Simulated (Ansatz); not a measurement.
Geometry optimisation, Ansatz 0.2.0, RKS BLYP-D4/STO-3G.

input.yaml

```yaml
crystal:
  periodic: [false, false, false]
  atoms:
    - { symbol: Si, position_ang: [0.1356, -1.8837, -0.4189] }
    - { symbol: C, position_ang: [0.5472, -0.4251, 0.6503] }
    - { symbol: Si, position_ang: [-0.6151, 0.9082, 0.1313] }
    - { symbol: Cl, position_ang: [-2.2216, 1.0009, 1.2413] }
    - { symbol: C, position_ang: [-0.0904, 2.3653, -0.6622] }
    - { symbol: "N", position_ang: [0.3758, 2.4277, 0.5267] }
    - { symbol: H, position_ang: [0.2493, -1.4541, -1.8558] }
    - { symbol: H, position_ang: [1.0091, -2.9834, -0.178] }
    - { symbol: H, position_ang: [-1.3152, -2.2339, -0.1609] }
    - { symbol: H, position_ang: [1.6026, -0.154, 0.5137] }
    - { symbol: H, position_ang: [0.4354, -0.68, 1.7306] }
    - { symbol: H, position_ang: [-0.0357, 3.0571, -1.4841] }
basis:
  gaussian: { orbitals: STO-3G }
hamiltonian:
  xc: blyp
  dispersion: d4
relax:
  f_tol: 0.015
  max_steps: 40
```

Run as:

```bash
$ ansatz run input.yaml --threads 1 --pin off --max-ram 2048MiB --backend cpu --events-out ev --progress --plain --runs-dir out
```

Problem. Where does it end, and by what steps?

Solution. The run converged. Limits of this set-up: minimal basis. After 9 steps the energy has fallen by 1.085 eV; Si3 moved furthest, 0.43 Å.

```csv
step,energy less start (eV),largest force component (eV/Å),accepted
0,0.0000,4.028,yes
1,-0.8940,1.236,yes
2,-1.0149,0.415,yes
3,-0.9646,1.103,no
4,-1.0555,0.302,yes
5,-1.0737,0.347,yes
6,-1.0798,0.141,yes
7,-1.0825,0.077,yes
8,-1.0843,0.052,yes
9,-1.0847,0.010,yes
```

```xyz
12
Properties=species:S:1:pos:R:3
Si 0.069 -1.917 -0.447
C 0.602 -0.472 0.660
Si -0.418 1.100 0.460
Cl -2.424 0.825 1.094
C -0.065 2.430 -0.669
N 0.287 2.823 0.590
H 0.187 -1.522 -1.842
H 0.929 -3.063 -0.196
H -1.312 -2.271 -0.164
H 1.656 -0.204 0.449
H 0.560 -0.783 1.722
H 0.004 2.999 -1.622
```

Whether the end is a true minimum wasn't checked by a vibrational analysis.

The run took 43 s on 1 thread of Arm Neoverse V1 (shared host), peak memory 0.15 GiB.
